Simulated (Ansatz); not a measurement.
Input file for Ansatz (a first-principles code): R-B3LYP/def2-TZVPP on AgCl, 2S+1 = 1, a spin state set in the input, which need not be the lowest, a point of a bond scan (R = 2.294 Å). Elements past Kr take the def2 small-core potentials; no spin–orbit coupling.

Ansatz 0.2 input:
```yaml
crystal:
  periodic: [false, false, false]
  atoms:
    - {symbol: Ag, position_ang: [0.00000000, 0.00000000, 0.00000000]}
    - {symbol: Cl, position_ang: [0.00000000, 0.00000000, 2.29364200]}
basis:
  gaussian:
    orbitals: def2-TZVPP
    pivot_positions_ang: [[0.00000000, 0.00000000, 0.00000000], [0.00000000, 0.00000000, 2.29364200]]
hamiltonian:
  xc: {name: B3LYP}
output: {forces: true, orbitals: {seedname: ./end}}
```

The head of its log:

```
WARN ansatz: RAYON_NUM_THREADS=1 ignored (pool sized by the plan → 1); use --threads N
Functional definition: B3LYP
integrals: 0.03 GiB planned
675 factors; their error is unknown
mean field: 0.27 GiB planned
mean field evaluation 1: about -16523.6934 eV, gradient 3.2e1 eV
mean field evaluation 2: about -16520.2749 eV, gradient 5.5e1 eV
```

Predict the final total energy.

-607.3038 hartree.
